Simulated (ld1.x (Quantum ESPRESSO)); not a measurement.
**Configuration tests for Fe (PAW)**

iron (Fe), PAW, made with ld1.x (Quantum ESPRESSO) 7.5 (PBEsol, fully relativistic). Core [Ar], reference 3d6 4s0 4p0 (charge +2). Waves: 4s (bound, empty): rcut 1.75, rcutus 1.85 bohr; 4s channel at 0.85 Ry: rcut 1.75, rcutus 1.85 bohr; 4p (bound, empty): rcut 2.65, rcutus 2.95 bohr; 4p channel at 0.9 Ry: rcut 2.65, rcutus 2.95 bohr; 3d (bound): rcut 1.60, rcutus 1.90 bohr; 3d channel at 1.6 Ry: rcut 1.60, rcutus 1.90 bohr. Local part: all-electron potential smoothed inside 2.40 bohr (lloc = -2). Core correction: Bessel-smoothed model core inside 1.80 bohr. Augmentation charge: BESSEL, radius 1.80 bohr.

Open shells are filled in proportion to 2j + 1 (rel_dist='average').

Energies are relative to the spin-unpolarised reference configuration 3d6 4s0 4p0; without spin polarisation the order of configurations can differ from experiment. Not all tests gave a result: test run stopped at test 6 of 7 (negative rho), 2 before it not solved. Left out of the table: 3d6 4s2 4p0 (solver errors, printed error -14.2 eV); 3d6 4s1 4p0 (solver errors, printed error -458 eV).

```tsv
valence configuration	charge	ΔE all-electron (eV)	error AE − PS (meV)
3d5 4s0 4p0	+3	34.187	-300
3d6 4s0 4p1	+1	-11.040	+0.1
3d4 4s0 4p0	+4	87.236	-1706
```

Levels in the configuration 3d5 4s0 4p0:

```
   level  all-electron (eV)  pseudo (eV)
3d j=3/2            -43.282      -44.005
3d j=5/2            -43.104      -43.823
```

The ghost test of this file was not conclusive.
